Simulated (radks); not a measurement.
The numbers below are computed, except where a source is named.
Question: In2+, configuration [Kr] 4d8 5s1 5p2 (not the ground configuration). Level of theory: Dirac Kohn-Sham, RPBE, spin-unpolarised, spherical densities, finite nucleus; open shells fill j = l - 1/2 first; Fermi nuclear charge, rms radius 4.6156 fm (a radial shooting solver on a logarithmic mesh with Libxc functionals). Some entries of the table are withheld. Estimate them.

| orbital | occ. | eigenvalue (Ry) | <1/r> (bohr^-1) |
|---|---|---|---|
| 1s1/2 | 2 | -2041.080 | 51.86 |
| 2s1/2 | 2 | -307.6752 | 12.00 |
| 2p1/2 | 2 | (1) | 11.98 |
| 2p3/2 | 4 | (2) | 11.19 |
| 3s1/2 | 2 | -60.39788 | 4.229 |
| 3p1/2 | 2 | -52.08463 | (3) |
| 3p3/2 | 4 | -49.28339 | (4) |
| 3d3/2 | 4 | -34.60210 | 3.786 |
| 3d5/2 | 6 | -34.02794 | 3.737 |
| 4s1/2 | 2 | -11.14393 | 1.657 |
| 4p1/2 | 2 | -8.40159 | (5) |
| 4p3/2 | 4 | -7.89821 | (6) |
| 4d3/2 | 4 | (7) | 1.216 |
| 4d5/2 | 4 | (8) | 1.201 |
| 5s1/2 | 1 | (9) | 0.5971 |
| 5p1/2 | 2 | -1.49682 | 0.5079 |
| 5p3/2 | 0 | -1.44049 | 0.4911 |

Answer: 
(1) 2p1/2 eigenvalue (Ry): -287.0581
(2) 2p3/2 eigenvalue (Ry): -271.5624
(3) 3p1/2 <1/r> (bohr^-1): 4.136
(4) 3p3/2 <1/r> (bohr^-1): 3.944
(5) 4p1/2 <1/r> (bohr^-1): 1.544
(6) 4p3/2 <1/r> (bohr^-1): 1.484
(7) 4d3/2 eigenvalue (Ry): -3.58789
(8) 4d5/2 eigenvalue (Ry): -3.51632
(9) 5s1/2 eigenvalue (Ry): -2.09651
